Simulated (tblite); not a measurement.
Input of a run (GFN2-xTB geometry optimisation, gas phase (tblite 0.8.0)), started from a force field or distance geometry:
```
{"job": {"kind": "relax", "xc": "GFN2-xTB", "basis": "xTB"}, "charge": 0, "multiplicity": 1}
C     -2.462900     0.544200     0.597900
C     -1.544200    -0.433100    -0.042400
C     -1.871600    -1.721500     0.014900
F     -1.114200    -2.675200    -0.534300
Si     0.022200     0.085000    -0.835500
C      1.058200     0.883900     0.482900
C      2.510800     0.439100     0.379800
O      2.659800    -0.927200     0.526200
H     -1.851300     1.353800     1.019200
H     -3.148200     0.053200     1.330600
H     -3.045000     0.984300    -0.268700
H     -2.812600    -2.007300     0.497400
H     -0.359500     1.165800    -1.777500
H      0.733100    -1.008100    -1.529300
H      0.654000     0.644300     1.495800
H      1.039900     1.973600     0.325500
H      2.843800     0.777200    -0.624100
H      3.074000     0.974500     1.153400
H      3.603900    -1.097600     0.810900
```

Output (eV, eV/Å):
```
step      E/eV     max force
  0    -728.78711    1.769
  1    -728.95010    1.428
  2    -729.00013    0.779
  3    -729.04434    0.628
  4    -729.09414    0.463
  5    -729.11332    0.358
  6    -729.12864    0.294
  7    -729.13972    0.270
  8    -729.14840    0.264
  9    -729.15435    0.245
 10    -729.15972    0.202
 11    -729.16407    0.199
 12    -729.16700    0.119
 13    -729.16864    0.104
 14    -729.16980    0.076
 15    -729.17095    0.091
 16    -729.17198    0.074
 17    -729.17281    0.075
 18    -729.17363    0.072
 19    -729.17467    0.094
 20    -729.17596    0.101
 21    -729.17731    0.097
 22    -729.17859    0.087
 23    -729.17988    0.076
 24    -729.18121    0.099
 25    -729.18231    0.086
 26    -729.18304    0.058
 27    -729.18349    0.109
 28    -729.18402    0.100
 29    -729.18462    0.085
 30    -729.18577    0.064
 31    -729.18613    0.061
 32    -729.18699    0.059
 33    -729.18749    0.058
 34    -729.18804    0.061
 35    -729.18849    0.064
 36    -729.18895    0.046
 37    -729.18936    0.054
 38    -729.18974    0.048
 39    -729.19009    0.060
 40    -729.19045    0.053
 41    -729.19085    0.046
 42    -729.19133    0.046
 43    -729.19186    0.053
 44    -729.19233    0.058
 45    -729.19277    0.044
 46    -729.19320    0.064
 47    -729.19368    0.067
 48    -729.19414    0.051
 49    -729.19445    0.037
 50    -729.19463    0.040
 51    -729.19479    0.036
 52    -729.19498    0.035
 53    -729.19520    0.039
 54    -729.19541    0.044
 55    -729.19561    0.046
 56    -729.19587    0.046
 57    -729.19626    0.054
 58    -729.19672    0.057
 59    -729.19715    0.059
 60    -729.19756    0.057
 61    -729.19804    0.045
 62    -729.19848    0.048
 63    -729.19883    0.032
 64    -729.19910    0.031
 65    -729.19935    0.037
 66    -729.19973    0.042
 67    -729.20022    0.045
 68    -729.20058    0.051
 69    -729.20055    0.081
 70    -729.20089    0.026
 71    -729.20097    0.024
 72    -729.20127    0.022
 73    -729.20139    0.022
 74    -729.20152    0.027
 75    -729.20163    0.031
 76    -729.20191    0.038
 77    -729.20234    0.047
 78    -729.20297    0.054
 79    -729.20354    0.043
 80    -729.20396    0.043
 81    -729.20440    0.049
 82    -729.20497    0.061
 83    -729.20563    0.058
 84    -729.20599    0.095
 85    -729.20653    0.076
 86    -729.20694    0.051
 87    -729.20765    0.042
 88    -729.20801    0.039
 89    -729.20838    0.041
 90    -729.20864    0.039
 91    -729.20906    0.042
 92    -729.20966    0.048
 93    -729.21031    0.043
 94    -729.21075    0.053
 95    -729.21086    0.090
 96    -729.21131    0.050
 97    -729.21166    0.045
 98    -729.21267    0.063
 99    -729.21375    0.077
100    -729.21481    0.134
101    -729.21634    0.083
102    -729.21949    0.122
103    -729.22385    0.189
104    -729.22810    0.132
105    -729.23137    0.119
106    -729.23354    0.152
107    -729.23577    0.209
108    -729.23889    0.128
109    -729.24400    0.182
110    -729.24944    0.147
111    -729.25401    0.192
112    -729.25812    0.206
113    -729.26168    0.248
114    -729.26442    0.109
115    -729.26645    0.128
116    -729.26835    0.117
117    -729.26969    0.110
118    -729.27116    0.104
119    -729.27252    0.133
120    -729.27477    0.099
121    -729.27702    0.120
122    -729.27906    0.114
123    -729.28120    0.134
124    -729.28325    0.129
125    -729.28444    0.099
126    -729.28573    0.086
127    -729.28649    0.050
128    -729.28709    0.067
129    -729.28745    0.055
130    -729.28793    0.056
131    -729.28843    0.055
132    -729.28886    0.060
133    -729.28922    0.050
134    -729.28957    0.043
135    -729.28984    0.034
136    -729.29000    0.043
137    -729.29017    0.048
138    -729.29037    0.046
139    -729.29058    0.047
140    -729.29072    0.032
141    -729.29079    0.029
142    -729.29084    0.018
143    -729.29091    0.016
144    -729.29100    0.021
145    -729.29109    0.024
146    -729.29116    0.020
147    -729.29122    0.018
148    -729.29127    0.018
149    -729.29133    0.018
150    -729.29139    0.017
151    -729.29144    0.014
152    -729.29150    0.016
153    -729.29157    0.018
154    -729.29168    0.030
155    -729.29181    0.034
156    -729.29193    0.027
157    -729.29200    0.018
158    -729.29204    0.013
159    -729.29207    0.007
```

Q: Summarise the run.

A: The energy falls by 11.6 kcal/mol over 159 L-BFGS steps, the largest force on an atom goes from 1.77 to 0.007 eV/Å, and the atoms move by 0.966 Å rms after alignment. The bond that changes most is C2–Si5 (fully substituted alkene carbon to SiH2 silicon), which lengthens by 0.072 Å. Bonds longer at the end by more than 0.005 Å: 5 of 18; shorter: 12. Among the angles that change most is C2–C3–H12, from 118.9° to 127.2°. Among the dihedrals that turn most is H14–Si5–C6–H15, from -111° to -42°. The energy rose by more than 1e-5 eV at step 69. The first step brought 32 % of the lowering.

Q: What are the final bond lengths?

A: C1–C2 1.497 Å, C2=C3 1.320 Å, C3–F4 1.351 Å, C2–Si5 1.902 Å, Si5–C6 1.907 Å, C6–C7 1.516 Å, C7–O8 1.413 Å, C1–H9 1.088 Å, C1–H10 1.089 Å, C1–H11 1.089 Å, C3–H12 1.083 Å, Si5–H13 1.470 Å, Si5–H14 1.459 Å, C6–H15 1.089 Å, C6–H16 1.087 Å, C7–H17 1.099 Å, C7–H18 1.100 Å, O8–H19 0.963 Å. Numbering counts from 1 in the input's order; the species is `C/C(=C/F)[SiH2]CCO`.

The run took 1.2 s on one thread of an Arm Neoverse V1 (shared host).

Its GFN2-xTB frequencies are all real (lowest 16 cm⁻¹). The numbers are those of one conformer.

All values are computed, not measured.
